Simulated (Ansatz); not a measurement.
Born–Oppenheimer molecular dynamics of H₆O₂Si₂Te (11 atoms, charge 0, multiplicity 1). It starts at the highest image of a converged band. Of that band: Neighbouring images differ by up to 1.6 eV, so the band resolves the path poorly. A vibrational analysis at the climbing image gives one clearly imaginary mode, 1300i cm⁻¹: a first-order saddle point.

Computed with RKS LDA/def2-SVP in Ansatz.

```json
{
  "ensemble": "NVE (velocity Verlet)",
  "time step": "0.5 fs",
  "steps asked": "200",
  "starting velocities drawn for": "300 K",
  "seed": "9036"
}
```

First frame:

```xyz
11
Properties=species:S:1:pos:R:3
O -0.947 1.471 0.265
Si -0.179 0.622 -1.169
O -1.211 -0.609 -1.646
Si 1.413 -0.565 0.099
Te 0.328 -0.767 2.378
H -0.624 1.169 1.184
H -0.349 2.182 -0.619
H -1.937 -0.321 -2.231
H 2.608 0.297 0.429
H 1.911 -1.905 -0.378
H -0.948 -1.632 1.708
```

What does the run give?

All steps were run.

```
steps done                                               : 200
time covered                                             : 100 fs
mean temperature over the second half                    : 573 K
spread of the potential energy over the second half      : 8.8 meV per atom
mean potential energy of the second half above the start : -28.9 meV per atom
```

The conserved energy stayed within 0.2 meV per atom of its start (net change -0.037 meV per atom), so the integration is sound. The system heated up, since it started high on the potential surface and ran downhill. A run of 0.1 ps of so small a system gives no equilibrium averages. The orbitals stay closed-shell, which can raise the energy where a bond breaks towards radicals; this wasn't checked here.

What happens to the structure?

The step under study would form O1–H7 and break Si2–H7. These pairs go: O1–H7 1.28 → 0.99 Å, Si2–H7 1.66 → 1.98 Å. In the last frame they stand as after the step (other bonds may differ from the relaxed reactants and products). It ends as one piece, H6O2Si2Te. Pairs count as bonded within 1.25 times the sum of covalent radii (0.12 Å more for H–H). Another seed would give other details.

How do temperature and energy run in time?


```csv
time (fs),T (K),potential energy less start (eV),conserved less start (meV/atom)
0.0,300,0.000,0.00
5.0,240,0.070,0.04
10.0,426,-0.147,-0.03
15.0,740,-0.514,-0.17
20.0,808,-0.593,-0.17
25.0,738,-0.511,-0.11
30.0,585,-0.333,-0.16
35.0,441,-0.164,0.04
40.0,467,-0.194,0.05
45.0,412,-0.129,0.07
50.0,438,-0.159,0.13
55.0,404,-0.120,0.06
60.0,492,-0.224,-0.05
65.0,517,-0.252,0.00
70.0,637,-0.394,-0.13
75.0,693,-0.458,-0.08
80.0,700,-0.467,-0.15
85.0,669,-0.431,-0.11
90.0,652,-0.410,-0.09
95.0,627,-0.381,-0.05
100.0,553,-0.295,-0.04
```

The run took 5.4 min on 2 threads of Arm Neoverse V1, on a shared host, peak memory 0.16 GiB.
